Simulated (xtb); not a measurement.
BiCl2 (SMILES [Cl][Bi][Cl]), doublet, geometry from GFN2-xTB (such geometries of metal compounds can be far from the true shape) (the spin is typed, not shown lowest), atoms displaced at random by about 0.1 Å a coordinate; xtb with GFN1-xTB with ALPB(water).

xtb was given this input:
```
$ xtb mol.xyz --gfn 1 --uhf 1 --opt --alpb water --json

# file mol.xyz
3

Bi     0.30125883    -0.06608296     0.38751873
Cl     0.77492730     0.30073505    -2.05397257
Cl    -2.15333450    -0.29193493     0.16255146
```

It wrote (shortened):

```
   ID    Z sym.   atoms
    1   83 Bi     1
    2   17 Cl     2, 3

           -------------------------------------------------
          |                Calculation Setup                |
           -------------------------------------------------

           -------------------------------------------------
          |                 G F N 1 - x T B                 |
           -------------------------------------------------

      * Solvation model:               ALPB
        Solvent                        water
        Parameter file                 internal GFN1-xTB/ALPB
        Dielectric constant                8.0200E+01
        Reference state                gsolv [1 M gas/solution]
        Free energy shift                  4.2456E-03 Eh       2.6642E+00 kcal/mol
        Temperature                        2.9815E+02 K
        Density                            1.0000E+00 kg/L
        Solvent mass                       1.8000E+01 g/mol
        Interaction kernel             P16
        Born radius scaling (c1)           1.9452E+00
        Born radii integrator          GBOBC
        Born offset                        0.0000E+00 a0       0.0000E+00 AA
        H-bond correction              true
        Ion screening                  false
        Surface tension                    1.0000E-05 Eh       1.5569E+01 dyn/cm
        Grid points                               230 per atom

          ...................................................
          :                      SETUP                      :
          :.................................................:
          :  # basis functions                  24          :
          :  # atomic orbitals                  22          :
          :  # shells                            8          :
          :  # electrons                        19          :
          :  # halogen bonds                     0          :
          :  max. iterations                   250          :
          :  Hamiltonian                  GFN1-xTB          :
          :  restarted?                      false          :
          :  GBSA solvation                   true          :
          :  PC potential                    false          :
          :  electronic temp.          300.0000000     K    :
          :  accuracy                    1.0000000          :
          :  -> integral cutoff          0.2500000E+02      :
          :  -> integral neglect         0.1000000E-07      :
          :  -> SCF convergence          0.1000000E-05 Eh   :
          :  -> wf. convergence          0.2000000E-04 e    :
          :  Broyden damping             0.4000000          :
          :  net charge                          0          :
          :  unpaired electrons                  1          :
          ...................................................

 iter      E             dE          RMSdq      gap      omega  full diag
   1    -10.7518161 -0.107518E+02  0.643E+00    2.72       0.0  T
   2    -10.7724051 -0.205890E-01  0.181E+00    2.97       1.0  T
   3    -10.7725031 -0.980091E-04  0.603E-01    2.99       1.0  T
   4    -10.7725215 -0.183636E-04  0.942E-02    2.98       1.0  T
   5    -10.7725327 -0.111897E-04  0.383E-02    2.99       1.5  T
   6    -10.7725340 -0.134170E-05  0.221E-02    2.98       2.6  T
   7    -10.7725348 -0.739116E-06  0.143E-03    2.98      40.3  T
   8    -10.7725348 -0.205910E-08  0.582E-04    2.98      99.2  T
   9    -10.7725348 -0.531326E-09  0.918E-06    2.98    6290.6  T
  10    -10.7725348 -0.111910E-12  0.273E-06    2.98   21156.2  T

   *** convergence criteria satisfied after 10 iterations ***

         :::::::::::::::::::::::::::::::::::::::::::::::::::::
         ::                     SUMMARY                     ::
         :::::::::::::::::::::::::::::::::::::::::::::::::::::
         :: total energy             -10.771259457834 Eh    ::
         :: total w/o Gsasa/hb       -10.768041400517 Eh    ::
[...]
 * total energy  :   -10.7712595 Eh     change       -0.1776357E-14 Eh
 * total energy  :   -10.7696710 Eh     change        0.1588506E-02 Eh
 * total energy  :   -10.7714955 Eh     change       -0.1824555E-02 Eh
 * total energy  :   -10.7712427 Eh     change        0.2527791E-03 Eh
 * total energy  :   -10.7715548 Eh     change       -0.3120562E-03 Eh
 * total energy  :   -10.7715501 Eh     change        0.4727831E-05 Eh
 * total energy  :   -10.7715598 Eh     change       -0.9777181E-05 Eh
 * total energy  :   -10.7715599 Eh     change       -0.2469357E-07 Eh
   *** GEOMETRY OPTIMIZATION CONVERGED AFTER 8 ITERATIONS ***
         :: total energy             -10.771559858519 Eh    ::
[...]
         ::    -> Gsasa               -0.007212192993 Eh    ::
         ::    -> Ghb                 -0.000268713235 Eh    ::
         ::    -> Gshift               0.004245606671 Eh    ::
         :: repulsion energy           0.002757684864 Eh    ::
         :: dispersion energy         -0.001197647847 Eh    ::
         :: halogen bond corr.         0.000000000000 Eh    ::
         :: add. restraining           0.000000000000 Eh    ::
         :: total charge              -0.000000000000 e     ::
         :::::::::::::::::::::::::::::::::::::::::::::::::::::

           -------------------------------------------------
          |                Property Printout                |
           -------------------------------------------------

    * Orbital Energies and Occupations

         #    Occupation            Energy/Eh            Energy/eV
      -------------------------------------------------------------
         1        2.0000           -0.9162947             -24.9336
         2        2.0000           -0.8799817             -23.9455
         3        2.0000           -0.8664550             -23.5774
         4        2.0000           -0.5003061             -13.6140
         5        2.0000           -0.4898839             -13.3304
         6        2.0000           -0.4785337             -13.0216
         7        2.0000           -0.4680793             -12.7371
         8        2.0000           -0.4650320             -12.6542
         9        2.0000           -0.4647360             -12.6461
        10        1.0000           -0.3548141              -9.6550 (HOMO)
        11                         -0.2357149              -6.4141 (LUMO)
        12                         -0.2323931              -6.3237
        13                         -0.0183860              -0.5003
        14                         -0.0181410              -0.4936
        15                         -0.0177028              -0.4817
        16                         -0.0174584              -0.4751
        17                         -0.0170597              -0.4642
        18                         -0.0155970              -0.4244
        19                         -0.0146021              -0.3973
        20                         -0.0061014              -0.1660
        21                          0.0142112               0.3867
        22                          0.0454737               1.2374
      -------------------------------------------------------------
                  HL-Gap            0.1190993 Eh            3.2409 eV
             Fermi-level           -0.3525198 Eh           -9.5926 eV

  Mulliken/CM5 charges         n(s)   n(p)   n(d)
     1Bi    0.80415  0.84187   2.007  2.189  0.000
     2Cl   -0.40212 -0.42097   1.975  5.436 -0.009
     3Cl   -0.40204 -0.42090   1.975  5.436 -0.009

Wiberg/Mayer (AO) data.
largest (>0.10) Wiberg bond orders for each atom

 ---------------------------------------------------------------------------
     #   Z sym  total        # sym  WBO       # sym  WBO       # sym  WBO
 ---------------------------------------------------------------------------
     1  83 Bi   1.734 --     3 Cl   0.867     2 Cl   0.867
     2  17 Cl   0.903 --     1 Bi   0.867
     3  17 Cl   0.903 --     1 Bi   0.867
 ---------------------------------------------------------------------------

Topologies differ in total number of bonds
Writing topology from bond orders to xtbtopo.mol

 dipole moment from electron density (au)
     X       Y       Z
   1.7623  -0.1178   2.3136  total (Debye):    7.398

optimized geometry written to: xtbopt.xyz

           -------------------------------------------------
          | TOTAL ENERGY              -10.771559858519 Eh   |
          | GRADIENT NORM               0.000104386053 Eh/α |
          | HOMO-LUMO GAP               3.240855709757 eV   |
           -------------------------------------------------

normal termination of xtb
```
